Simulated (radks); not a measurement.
Results of a calculation; reference values are marked as such.
Ionisation of neutral chromium, [Ar] 3d5 4s1, to Cr+, [Ar] 3d5, under several functionals. Non-relativistic Kohn-Sham, spin-polarised, spherical densities, point nucleus; open shells are filled with parallel spins first; a radial shooting solver on a logarithmic mesh with Libxc functionals.

\begin{tabular}{lrrrrrr}
functional & E(Cr) (hartree) & Exc (hartree) & IE (eV) & -e(HOMO) (eV) & <r> HOMO (bohr) & IE error (eV) \\ \hline
Wu-Cohen GGA & -1043.85893 & -48.15578 & 7.300 & 3.852 & 1.463 & +0.533 \\
exchange-only PBE & -1043.24870 & -47.50547 & 7.092 & 3.336 & 1.492 & +0.326 \\
revPBE & -1044.36594 & -48.67247 & 7.177 & 3.767 & 1.462 & +0.411 \\
TPSS & -1044.49189 & -48.80190 & 7.085 & 3.750 & 1.462 & +0.319 \\
RPBE & -1044.41464 & -48.72210 & 7.162 & 3.764 & 1.462 & +0.396 \\
AM05 & -1042.37093 & -46.63380 & 7.252 & 3.833 & 1.462 & +0.485 \\
TASK exchange with Perdew-Wang LDA correlation & -1044.02672 & -48.38283 & 7.078 & 3.962 & 1.429 & +0.311 \\
PW91 & -1044.52883 & -48.84046 & 7.323 & 3.877 & 1.461 & +0.556 \\
\end{tabular}

NIST Atomic Spectra Database: 6.767 eV (measured). Closest: TASK exchange with Perdew-Wang LDA correlation. The Delta-SCF values span 0.25 eV, the total energies 2.16 hartree. The highest occupied level is 3d. Open shells are spherical and high-spin; term and fine-structure splittings are not resolved.
